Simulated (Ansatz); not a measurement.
Gas-phase reaction in SMILES: C=C(C)CCC → C=C(C)C[CH]C + H atom (the C-H bond at the site shown breaks; other sites are not compared here)
Geometries: B3LYP-D3(BJ)/def2-TZVP minima from Ansatz (a first-principles code), one conformer each, not searched for the lowest.
Geometry of the first species:
SMILES: C=C(CCC)C
```xyz
18

C      2.6686    -0.0738    -0.6135
C      1.1755     0.2182    -0.7266
C      0.3894    -0.2751     0.4955
C     -1.0844     0.0318     0.4429
C     -1.6512     0.8776     1.2995
C     -1.8789    -0.6650    -0.6257
H      3.0978     0.4090     0.2676
H      3.2124     0.2862    -1.4888
H      2.8534    -1.1471    -0.5243
H      0.7824    -0.2492    -1.6330
H      1.0139     1.2943    -0.8384
H      0.5281    -1.3598     0.5829
H      0.8190     0.1697     1.3966
H     -2.7102     1.1023     1.2605
H     -1.0737     1.3727     2.0708
H     -2.9397    -0.4271    -0.5542
H     -1.7622    -1.7503    -0.5484
H     -1.5351    -0.3834    -1.6243
```
Charge 0, spin multiplicity 1.

Quantity: bond dissociation energy (electronic energy difference), in kcal/mol. Correlated levels leave the core frozen unless marked. Open shells are spin-unrestricted. No spin-orbit coupling. Non-relativistic unless marked X2C. CBS(X,Y): correlation extrapolated as X^-3; Hartree-Fock from the larger set. The bracket is a focal-point correction in the basis named.

```csv
level,program,bond dissociation energy (kcal/mol)
SVWN5/def2-TZVPD,Ansatz,112.1
r2SCAN/def2-TZVPD,Ansatz,99.7
r2SCAN-D3(BJ)/def2-TZVPD,Ansatz + dftd3,99.8
PBE0/6-31G*,Ansatz,[?]
PBE0-D3(BJ)/def2-TZVP,Ansatz + dftd3,101.6
PBE0-D3(BJ)/def2-TZVPD,Ansatz + dftd3,101.6
BHLYP-D3(BJ)/def2-TZVPD,Ansatz + dftd3,102.7
B2GP-PLYP-D3(BJ)/def2-TZVPD,Ansatz + dftd3,103.9
B2GP-PLYP-D4/def2-TZVPD,Ansatz + dftd4,103.9
B2GP-PLYP/def2-TZVPD,Ansatz,103.8
SCS-MP2/STO-3G,Ansatz,132.2
CCSD/6-31G,Ansatz,[?]
X2C-CCSD(T)/cc-pVTZ-DK,Ansatz,105.8
"RI-MP2/CBS(cc-pVTZ,cc-pVQZ)+[CCSD(T)-MP2]/cc-pVTZ",Ansatz,[?]
```

Question: Complete the blanks.

Answer: 
- PBE0/6-31G*, bond dissociation energy (kcal/mol): 102.9
- CCSD/6-31G, bond dissociation energy (kcal/mol): 95.6
- RI-MP2/CBS(cc-pVTZ,cc-pVQZ)+[CCSD(T)-MP2]/cc-pVTZ, bond dissociation energy (kcal/mol): 107.3
